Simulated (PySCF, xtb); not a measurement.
C4H13NSi, SMILES CCN[C@H](C)[SiH3].

GFN2-xTB (xtb) at its own geometry gives an orbital gap of 4.65 eV and a dipole moment of 1.15 D.

Coordinates come from a B3LYP-D3(BJ)/def2-SVP optimisation. The structure was generated by enumeration; whether it is a known compound was not checked. Other conformers were not sampled.

What does PySCF with PBE/def2-TZVP give? (The exact figures need the calculation; the answer reports its results.)

gap 4.91 eV (levels -4.97 and -0.07 eV), dipole 1.55 D.
